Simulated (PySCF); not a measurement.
5-(furan-2-yl)pyrimidine (C₈H₆N₂O), SMILES c1coc(-c2cncnc2)c1.

The structure is a stationary point at B3LYP-D3(BJ)/def2-SVP. The values are those of a single conformer.

The numbers are results of PySCF 2.14.0 with TDA-PBE/def2-SVP, not measurements.

Vertical excitations. Isolated molecule, no solvent. State labels are in the subgroup Cs.

| state | symmetry | energy (eV) | λ (nm) | f | main pairs |
|---|---|---|---|---|---|
| S1 | A" | 3.28 | 378 | 0.000 | HOMO→LUMO 100 % |
| S2 | A" | 3.74 | 331 | 0.004 | HOMO→LUMO+1 99 % |
| S3 | A' | 3.90 | 318 | 0.014 | HOMO−1→LUMO+1 91 % |
| S4 | A' | 4.46 | 278 | 0.601 | HOMO−1→LUMO 83 % |
| S5 | A" | 4.60 | 269 | 0.002 | HOMO−2→LUMO 99 % |
| S6 | A" | 5.01 | 247 | 0.000 | HOMO−2→LUMO+1 64 %, HOMO→LUMO+2 35 % |
| S7 | A' | 5.17 | 240 | 0.004 | HOMO−3→LUMO+1 84 % |
| S8 | A' | 5.26 | 236 | 0.102 | HOMO−3→LUMO 66 %, HOMO−3→LUMO+1 12 % |
| S9 | A" | 5.26 | 236 | 0.000 | HOMO→LUMO+2 64 %, HOMO−2→LUMO+1 32 % |
| S10 | A' | 5.77 | 215 | 0.163 | HOMO−1→LUMO+2 39 %, HOMO−4→LUMO 39 % |
| T1 | A' | 2.93 | 423 | 0 | HOMO−1→LUMO 98 % |
| T2 | A" | 3.15 | 394 | 0 | HOMO→LUMO 97 % |
| T3 | A" | 3.25 | 382 | 0 | HOMO→LUMO+1 97 % |
| T4 | A' | 3.39 | 366 | 0 | HOMO−1→LUMO+1 99 % |
Triplets are in the Tamm–Dancoff approximation.
